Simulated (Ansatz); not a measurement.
CH5ClINSi, SMILES `NC[SiH](Cl)I`. Charge 0, multiplicity 1. I: def2 effective core potential. All single points use the PBE0-D4/def2-TZVP geometry. It is one conformer, not always the lowest.

```xyz
10

N    -1.221   -0.760   -0.561
C     0.046   -0.068   -0.736
Si    0.679    0.466    0.944
Cl    2.607    1.147    0.744
I    -0.727    2.215    1.874
H    -1.089   -1.680   -0.163
H    -1.709   -0.873   -1.439
H     0.835   -0.636   -1.254
H    -0.116    0.845   -1.317
H     0.695   -0.657    1.908
```

What is the dipole moment at ωB97M-V/def2-TZVPP? (Estimate.)

The calculation gave: 2.92 D, with components (-0.45, -2.15, -1.93) D in this frame, pointing from negative to positive charge.

And with PBE, r2SCAN, B3LYP? (Best estimate.)

Ansatz gave: PBE 2.88 D, r2SCAN 2.94 D, B3LYP 2.90 D.

Give the Mulliken charges with ωB97M-V, r2SCAN, B3LYP in def2-TZVPP. (An estimate is asked.)

Ansatz gave: 
```json
{"atom": "N1", "ωB97M-V": "-0.28", "r2SCAN": "-0.36", "B3LYP": "-0.34"}
{"atom": "C2", "ωB97M-V": "-0.25", "r2SCAN": "-0.11", "B3LYP": "-0.17"}
{"atom": "Si3", "ωB97M-V": "0.37", "r2SCAN": "0.50", "B3LYP": "0.46"}
{"atom": "Cl4", "ωB97M-V": "-0.20", "r2SCAN": "-0.24", "B3LYP": "-0.24"}
{"atom": "I5", "ωB97M-V": "-0.12", "r2SCAN": "-0.15", "B3LYP": "-0.14"}
{"atom": "H6", "ωB97M-V": "0.12", "r2SCAN": "0.15", "B3LYP": "0.14"}
{"atom": "H7", "ωB97M-V": "0.11", "r2SCAN": "0.14", "B3LYP": "0.13"}
{"atom": "H8", "ωB97M-V": "0.13", "r2SCAN": "0.08", "B3LYP": "0.10"}
{"atom": "H9", "ωB97M-V": "0.14", "r2SCAN": "0.08", "B3LYP": "0.11"}
{"atom": "H10", "ωB97M-V": "-0.01", "r2SCAN": "-0.07", "B3LYP": "-0.06"}
```

B3LYP here is the variant with VWN-RPA as its local correlation; programs differ in this.
